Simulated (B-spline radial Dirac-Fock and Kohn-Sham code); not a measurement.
These are calculated numbers from a radial B-spline solver; the model is Dirac-Fock orbitals of the configuration average with a finite nucleus.

**Question.** This computed X-ray form factor belongs to an atom or ion in its tabulated ground configuration. Which?

```tsv
sin θ/λ (Å⁻¹)	f₀
0.05	35.435
0.13	32.646
0.16	31.275
0.61	16.957
1.18	8.413
2.28	4.614
2.84	3.518
3.54	2.458
4.42	1.700
```

**Answer.** Rb⁺, with 36 electrons in [Ar] 3d10 4s2 4p6. f₀ tends to the number of electrons as s goes to zero, which the first rows give only roughly, and the rate of fall reflects the nuclear charge, 37.

**Question.** This computed X-ray form factor belongs to an atom or ion in its tabulated ground configuration. Which?

```
sin θ/λ (Å⁻¹)      f₀
          0.1  18.799
          0.4  16.155
          0.5  14.861
          0.9   9.933
            1   9.015
          1.6   6.056
          1.8   5.548
          3.5   2.300
            5   1.340
```

**Answer.** Br¹⁶⁺, with 19 electrons in [Ar] 3d1. f₀ tends to the number of electrons as s goes to zero, which the first rows give only roughly, and the rate of fall reflects the nuclear charge, 35.

**Question.** This computed X-ray form factor belongs to an atom or ion in its tabulated ground configuration. Which?

| sin θ/λ (Å⁻¹) | f₀ |
| --- | --- |
| 0.08 | 34.369 |
| 0.2 | 31.469 |
| 0.24 | 30.186 |
| 0.46 | 23.124 |
| 0.71 | 17.540 |
| 1.08 | 11.826 |
| 1.34 | 9.022 |
| 2.05 | 5.696 |
| 4.8 | 1.888 |

**Answer.** Mo⁷⁺, with 35 electrons in [Ar] 3d10 4s2 4p5. f₀ tends to the number of electrons as s goes to zero, which the first rows give only roughly, and the rate of fall reflects the nuclear charge, 42.
